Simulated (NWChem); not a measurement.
System: C₂H₅FOSi; SMILES C=CO[SiH2]F

NWChem input:

```
start job
memory heap 200 mb stack 900 mb global 1100 mb
geometry units angstroms noautosym nocenter noautoz
  C      0.376458    -2.742485     0.033602
  C     -0.213444    -1.580181    -0.234186
  O     -0.027409    -0.471388     0.525773
  Si    -0.525960     1.074813     0.198624
  F      0.532125     1.802573    -0.786118
  H      1.055421    -2.847687     0.882378
  H      0.181842    -3.606503    -0.602240
  H     -0.897669    -1.463207    -1.086330
  H     -1.831234     1.040662    -0.511704
  H     -0.535565     1.795398     1.488644
end
basis spherical
  * library 6-31g*
end
dft
  xc m06-2x
  iterations 150
end
cosmo
  do_cosmo_smd true
  solvent water
end
task dft energy
```

Coordinates come from a PBE0/def2-SVP optimisation. Solvent: water.

Level: M06-2X/6-31G* with SMD (1 M gas to 1 M solution), gas-phase geometry. Reactions with the solvent are ignored.

Task: What results follow from this input? (M06-2X/6-31G* (spherical d), SMD on the gas-phase geometry.) Quantities: solvation free energy (kcal/mol); cavity-dispersion-structure term (kcal/mol); dipole in solution (D).

Result: The solvation free energy (kcal/mol) comes out as 0.1 and the cavity-dispersion-structure term (kcal/mol) comes out as 4.6. The dipole in solution (D) is 1.91.
